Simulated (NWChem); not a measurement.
Species: Ga cation, singlet

Computed with NWChem. Pople sets run with spherical d functions. Low-valent species are run as closed-shell singlets; no triplet was tried in these runs.

Task: Predict the results for B3LYP/6-311G**. Quantities: highest occupied level (eV); orbital gap (eV).

Result: 
```
Item                         Result
---------------------------  ------
highest occupied level (eV)  -16.95
orbital gap (eV)               8.38
```
